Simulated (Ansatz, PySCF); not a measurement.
Sites of protonation at heteroatoms (carbon was not tried) of O=C=S [sulfanylidenemethanone]:

A. O=C=S + H+ → [OH+]=C=S
B. O=C=S [sulfanylidenemethanone] + H+ → O=C=[SH+]

Quantity: proton affinity (enthalpy at 298 K, with B3LYP-D3(BJ) rigid-rotor harmonic-oscillator terms from PySCF), kJ/mol. Geometries: B3LYP-D3(BJ)/def2-TZVP minima from Ansatz (a program for electronic structure). Valence correlation only, unless marked. Spin-orbit coupling is left out. No relativistic terms. CBS marks a two-point X^-3 extrapolation of the correlation energy; Hartree-Fock from the larger set. Positive means that the reaction releases energy.

```csv
,BHLYP-D4/def2-TZVPD (Ansatz + dftd4),PW6B95-D4/def2-TZVPD (PySCF + dftd4),B2GP-PLYP-D3(BJ)/def2-TZVPD (Ansatz + dftd3),"CCSD(T)/CBS(cc-pV(T+d)Z,cc-pV(Q+d)Z) (Ansatz)"
A,605.1,606.1,599.3,[?]
B,625.0,622.0,617.2,[?]
```

### Question
Fill in the missing entries.

### Answer

- A, CCSD(T)/CBS(cc-pV(T+d)Z,cc-pV(Q+d)Z) (Ansatz): 605.4
- B, CCSD(T)/CBS(cc-pV(T+d)Z,cc-pV(Q+d)Z) (Ansatz): 626.1
